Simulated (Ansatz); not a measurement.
Problem. Name a neutral molecule of C, F, S, Si and H with HOMO–LUMO gap (ωB97M-V/def2-TZVPP) between 11.20 and 11.50 eV and size of the dipole moment (B3LYP/def2-TZVPP) between 0.45 and 0.75 D (Ansatz, PBE0-D4/def2-TZVP geometry).

Solution. `F[SiH2]C(F)S` (11.41 eV, 0.63 D). Other molecules can fit too; these were computed, each in one conformer that needn't be the lowest.

B3LYP here is the variant with VWN-RPA as its local correlation; programs differ in this.
